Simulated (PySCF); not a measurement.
A PySCF script (with the pyscf-properties extension) for the NMR shieldings of Be₂H₄, on a PBE0-D3(BJ)/def2-SVP geometry:

```python
import basis_set_exchange as bse
import numpy as np
from pyscf import gto, dft
from pyscf.prop import nmr

atoms = """
Be   -0.461726    0.897840    0.083728
H    -1.064923    2.086273    0.203502
H    -0.957880   -0.499015    0.079724
Be    0.462807   -0.896925   -0.086626
H     1.063670   -2.087741   -0.193873
H     0.958052    0.499568   -0.086455
"""
names = dict.fromkeys(["Be", "H"], "pcSseg-1")
basis = {el: gto.basis.parse(bse.get_basis(n, elements=[el], fmt="nwchem")) for el, n in names.items()}
mol = gto.M(atom=atoms, basis=basis, charge=0, verbose=0)
mf = dft.RKS(mol, xc="PBE0")
mf.grids.level = 2
mf.grids.alignment = dft.numint.BLKSIZE   # the property module wants whole blocks of grid points
mf.conv_tol = 1e-9
mf.kernel()

calc = nmr.RKS(mf)   # GIAO
C = mf.mo_coeff
Co = C[:, mf.mo_occ > 0]
resp = mf.gen_response(singlet=True, hermi=2)
def vind(x):   # induced exchange potential for any number of trial vectors
    d = np.einsum("pi,xij,qj->xpq", C, 2 * x.reshape(-1, C.shape[1], Co.shape[1]), Co, optimize=True)
    return np.einsum("xpq,pi,qj->xij", resp(d - d.transpose(0, 2, 1)), C, Co, optimize=True).ravel()
mo1, _ = nmr.rhf.solve_mo1(calc, with_cphf=vind)
sigma = calc.kernel(mo1)
for i, s in enumerate(sigma):   # ppm
    w = np.linalg.eigvalsh((s + s.T) / 2)
    print("%2d %-2s iso %8.1f  s11 %8.1f  s22 %8.1f  s33 %8.1f" % (i, mol.atom_pure_symbol(i), w.mean(), *w))
```

**Question.** What does it print?

**Answer.** 
```
 0 Be iso     85.5  s11     64.9  s22     92.1  s33     99.4
 1 H  iso     26.4  s11     26.2  s22     26.5  s33     26.7
 2 H  iso     26.5  s11     24.0  s22     24.1  s33     31.4
 3 Be iso     85.5  s11     64.9  s22     92.1  s33     99.4
 4 H  iso     26.4  s11     26.2  s22     26.5  s33     26.7
 5 H  iso     26.5  s11     24.0  s22     24.1  s33     31.4
```

These numbers come from an equivalent density-fitted implementation of the same equations, which agrees with the script to about 0.01 ppm for H and up to a few tenths of a ppm for heavy atoms, so last digits may differ.

Size and cost of the density-fitted run: 44 basis functions, 1.6 s wall time on 1 thread of an Arm Neoverse N1, shared host.
